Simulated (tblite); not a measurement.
C₃H₁₀PSi₂ (doublet state).
Geometry (GFN2-xTB, Å), atoms numbered from 1 in this order:
```xyz
16
C3H10PSi2 angstrom
C     -2.7021   -0.0892    0.1145
C     -1.8223   -0.3634   -0.8355
C     -0.5095   -1.0077   -0.5945
Si     0.8738    0.3524   -0.4503
Si     2.8633   -0.5396    0.3756
P     -0.0911    1.8795    0.8977
H     -2.5298   -0.3728    1.1406
H     -3.6313    0.4130   -0.0933
H     -2.0203   -0.0724   -1.8599
H     -0.5287   -1.5622    0.3457
H     -0.2649   -1.7032   -1.3963
H      3.1530   -1.7912   -0.3279
H      2.9621   -0.8447    1.8076
H      3.9563    0.3924    0.0844
H     -0.7210    2.5918   -0.1076
H      1.0049    2.7261    0.8877
```

Method: GFN2-xTB as coded in tblite; computed harmonic values from a numerical Hessian at the method's own geometry, unscaled. The method is semi-empirical: single wavenumbers can be off by several per cent or more. Modes of hydrogen on phosphorus and silicon can be 10 to 20 % off. One conformer, not necessarily the lowest. Open shells enter through the occupations alone, without spin polarisation, and single modes of such species can be off by tens of per cent.

Harmonic wavenumbers (cm⁻¹): 28.0, 36.9, 72.3, 84.2, 98.9, 140.8, 151.6, 225.5, 358.8, 403.9, 410.7, 426.6, 500.1, 581.0, 653.1, 681.1, 715.4, 754.1, 767.5, 797.5, 831.8, 877.7, 952.5, 1014.3, 1036.4, 1147.8, 1158.3, 1186.8, 1294.3, 1408.9, 1458.3, 1694.6, 2206.0, 2229.2, 2235.5, 2287.9, 2375.2, 2960.1, 2988.9, 3044.5, 3092.8, 3124.9.

A = 2536, B = 1091, C = 830.5 MHz; mass 133.006 u (most abundant isotopes); point group C1, symmetry number 1; spin multiplicity 2.

**Question.** Zero-point energy?

**Answer.** Half the sum of the wavenumbers: 24247 cm⁻¹ = 290.06 kJ/mol.

**Question.** Entropy at 350 K, 1 bar (ideal gas, RRHO, classical rotation)?

**Answer.** Translation 173.18, rotation 124.70, vibration 180.03, spin (R ln 2) 5.76: S = 483.7 J/(mol K).

**Question.** And Cp and H(350 K) − H(0)?

**Answer.** Cp = 183.16 J/(mol K), of which vibrations give 149.90 (their classical limit is 42 R = 349.2); H(350 K) − H(0) = 41.13 kJ/mol without the zero-point energy, 29.49 from vibrations.

**Question.** Which modes carry the vibrational entropy at 350 K?

**Answer.** 28.0 cm⁻¹: 26.29; 36.9 cm⁻¹: 24.00; 72.3 cm⁻¹: 18.43; 84.2 cm⁻¹: 17.18; 98.9 cm⁻¹: 15.85; 140.8 cm⁻¹: 12.98 J/(mol K); the other 36 give 65.29 together.

**Question.** What must be added to the electronic energy to get the Gibbs energy at 350 K and 1 bar?

**Answer.** ZPE + [H(350 K) − H(0)] − T·S = 290.06 + 41.13 − 169.29 = 161.90 kJ/mol.

**Question.** Blend soft modes into free rotors: weight 1/[1 + (100 cm⁻¹/ν̃)⁴] for the oscillator and the rest for a rotor with moment μB/(μ + B), μ = h/(8π²ν), B = 10⁻⁴⁴ kg m². What vibrational entropy results?

**Answer.** 156.29 J/(mol K) in place of 180.03, which changes −T·S at 350 K by +8.31 kJ/mol.

**Question.** How do the functions run with temperature in this model?

**Answer.** 
| T (K) | S (J/(mol K)) | Cp (J/(mol K)) | H − H(0) (kJ/mol) | G − H(0) (kJ/mol) | ln q(vib) |
| --- | --- | --- | --- | --- | --- |
| 50 | 267.1 | 69.3 | 2.52 | -10.84 | 1.33 |
| 100 | 322.5 | 91.2 | 6.57 | -25.68 | 3.37 |
| 298.15 | 455.7 | 165.8 | 32.07 | -103.80 | 9.99 |
| 373.15 | 495.6 | 190.3 | 45.45 | -139.49 | 12.19 |
| 500 | 556.2 | 223.8 | 71.81 | -206.29 | 15.68 |
| 750 | 656.3 | 270.0 | 133.95 | -358.31 | 21.89 |
| 1000 | 738.5 | 300.8 | 205.54 | -532.98 | 27.38 |

q(vib) and H(0) count from the zero-point level.

Hindered rotation and anharmonicity are outside this model. Other conformers, if any are populated, would add a mixing term that is left out. The structure is chiral; the term R ln 2 for an equal mix with its mirror image is left out.
